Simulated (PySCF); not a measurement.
C3H8OSi2, SMILES O[Si@@H]1CC=C[SiH2]1. Geometry: B3LYP-D3(BJ)/def2-SVP. The structure was generated by enumeration; whether it is a known compound was not checked. Other conformers were not sampled.

Question: Give the equilibrium geometry at B3LYP-D3(BJ)/def2-SVP (PySCF confirms it by a frequency run) as bond lengths and angles. (An estimate is asked for; the answer gives what the named calculation found.)

Answer: This is not unique; one that fits is 
Atoms: O1 Si2 C3 C4 C5 Si6 H7 H8 H9 H10 H11 H12 H13 H14. Bonded distances (Å): O1–Si2 1.679, O1–H7 0.964, Si2–C3 1.912, Si2–Si6 2.350, Si2–H8 1.486, C3–C4 1.514, C3–H9 1.105, C3–H10 1.107, C4–C5 1.350, C4–H11 1.099, C5–Si6 1.884, C5–H12 1.096, Si6–H13 1.496, Si6–H14 1.495. Bond angles (°): Si2–O1–H7 116.5, O1–Si2–C3 112.9, O1–Si2–Si6 114.5, O1–Si2–H8 105.2, C3–Si2–Si6 93.3, C3–Si2–H8 111.4, Si6–Si2–H8 119.4, Si2–C3–C4 110.8, Si2–C3–H9 110.7, Si2–C3–H10 109.6, C4–C3–H9 110.8, C4–C3–H10 109.6, H9–C3–H10 105.1, C3–C4–C5 124.4, C3–C4–H11 116.3, C5–C4–H11 119.3, C4–C5–Si6 117.9, C4–C5–H12 118.5, Si6–C5–H12 123.6, Si2–Si6–C5 91.3, Si2–Si6–H13 116.0, Si2–Si6–H14 116.5, C5–Si6–H13 112.2, C5–Si6–H14 112.6, H13–Si6–H14 107.6.
